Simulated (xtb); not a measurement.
C₃H₇S (SMILES C[C](C)S), doublet, at a GFN2-xTB geometry. Base run: GFN2-xTB run with xtb.

Geometry (Å):
```xyz
11

C      1.3334    -1.0518     0.0678
C      0.0261    -0.3594     0.2086
C     -1.2372    -1.1347     0.0893
S      0.0119     1.3408    -0.1680
H      1.4607    -1.4900    -0.9293
H      1.4051    -1.8660     0.7905
H      2.1534    -0.3572     0.2373
H     -2.0773    -0.5927     0.5251
H     -1.4898    -1.3499    -0.9564
H     -1.1313    -2.0885     0.6046
H     -1.2459     1.5668     0.2212
```
Charge 0, spin multiplicity 2.
All else is at xtb's defaults.
Base energy -13.16986 Eh.

Each row names what was changed in the base input (with any setting that the change needs).

```json
[
 {"change": "base", "ΔE vs base (kJ/mol)": "0.00", "dipole (D)": "1.88", "G_solv (kcal/mol)": "-", "SCF cycles": "10"},
 {"change": "etemp = 5000", "ΔE vs base (kJ/mol)": "-6.06", "dipole (D)": "1.95", "G_solv (kcal/mol)": "-", "SCF cycles": "10"},
 {"change": "gbsa = acetonitrile", "ΔE vs base (kJ/mol)": "-16.97", "dipole (D)": "2.06", "G_solv (kcal/mol)": "-4.21", "SCF cycles": "10"},
 {"change": "acc = 0.1", "ΔE vs base (kJ/mol)": "0.00", "dipole (D)": "1.88", "G_solv (kcal/mol)": "-", "SCF cycles": "12"},
 {"change": "etemp = 10000", "ΔE vs base (kJ/mol)": "-69.9", "dipole (D)": "2.35", "G_solv (kcal/mol)": "-", "SCF cycles": "10"},
 {"change": "alpb = chcl3", "ΔE vs base (kJ/mol)": "-20.09", "dipole (D)": "2.08", "G_solv (kcal/mol)": "-4.96", "SCF cycles": "10"},
 {"change": "acc = 0.0001", "ΔE vs base (kJ/mol)": "0.00", "dipole (D)": "1.88", "G_solv (kcal/mol)": "-", "SCF cycles": "17"}
]
```

ALPB and GBSA are two models with their own fitted parameters for each solvent, which aren't always the measured dielectric constant.
